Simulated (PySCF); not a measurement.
Polarisability and C₆ of Al⁺ (aluminium, charge +1)

[Ne] 3s2, closed-shell 1S. Calculation: PySCF 2.14, in aug-cc-pV(5+d)Z (8s7p6d4f3g2h, 136 functions); no relativity, point nucleus. Coupled (time-dependent) response in atomic units; α is the mean over directions.

| method | mean α (bohr³) | C₆ (like pair) | S(−4) |
| --- | --- | --- | --- |
| UHF | 26.43 | 140.5 | 380.9 |
| PBE | 24.34 | 123.7 | 327.4 |
| PBE0 | 24.85 | 127.7 | 340.1 |
| B97-3 | 25.00 | 128.9 | 343.6 |

S(−4) is the Cauchy moment in α(ω) = α(0) + S(−4) ω² + …

α(iu) at PBE0:

```csv
u (hartree),α(iu) (bohr³)
0,24.85
0.0500,24.03
0.100,21.87
0.200,16.11
0.300,11.25
0.500,5.835
0.750,3.119
1.00,1.964
1.50,1.042
2.00,0.6849
3.00,0.3943
5.00,0.1995
```

For an ion, C₆ is the dispersion term alone; charge-induced terms of lower order in 1/R come first.
